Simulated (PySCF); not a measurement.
H4N, charge +1. Atoms are numbered in the order given.

```xyz
5

N      0.0000     0.0000     0.0000
H      0.5912    -0.5912     0.5912
H     -0.5912    -0.5912    -0.5912
H     -0.5912     0.5912     0.5912
H      0.5912     0.5912    -0.5912
```
Charge +1, spin multiplicity 1.

The structure is a stationary point at r2SCAN-D4/def2-TZVPD. The isomer is the one that the SMILES or the coordinates give; other isomers of the formula were not compared.

The numbers are results of KT2/pcSseg-2 in PySCF, not measurements.

GIAO shieldings, no solvent; atoms alike by connectivity are averaged. δ = σ(ref) − σ: ¹⁵N against NH3 (σ = 261.9 ppm); ¹H against TMS (σ = 31.47 ppm), references at their B3LYP-D3(BJ)/def2-TZVP geometries, non-relativistic.

Computed chemical shifts:
```
nucleus           atoms  count  δ (ppm)
-------  --------------  -----  -------
¹⁵N                  N1      1     28.7
¹H       H2, H3, H4, H5      4     4.89
```
